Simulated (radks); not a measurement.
Charge is removed step by step from the 4d level of Mo2+, starting from [Kr] 4d4. Calculated with a radial shooting solver on a logarithmic mesh with Libxc functionals: scalar-relativistic Kohn-Sham, LDA (Slater exchange, Perdew-Wang correlation), spin-unpolarised, spherical densities, point nucleus.

removed (e)	E - E(0) (eV)	eigenvalue (eV)	E minus straight line (eV)
0	0.000	-21.057	0.000
0.1	2.162	-22.195	-0.534
0.2	4.439	-23.349	-0.953
0.3	6.833	-24.518	-1.256
0.4	9.344	-25.703	-1.441
0.5	11.974	-26.903	-1.508
0.6	14.724	-28.117	-1.453
0.7	17.597	-29.345	-1.276
0.8	20.594	-30.587	-0.976
0.9	23.715	-31.843	-0.551
1	26.962	-33.113	0.000

Removing the whole electron costs 26.962 eV by Delta-SCF, against 21.057 eV from minus the eigenvalue at the starting occupation. Slater's transition state (half an electron removed) gives 26.903 eV. Integrating minus the eigenvalue over the occupation (Janak's theorem) gives 26.963 eV. In this scalar-relativistic scheme the density is built from large components alone, so the theorem holds only approximately. The mean slope of the eigenvalue, de/dn, is 12.1 eV per electron. Ionisation energy of Mo2+ in the NIST Atomic Spectra Database: 27.1 eV (semi-empirical).

Beside tabulated values, note that spin-unpolarised runs miss the spin-polarisation part of the exchange energy of open shells.
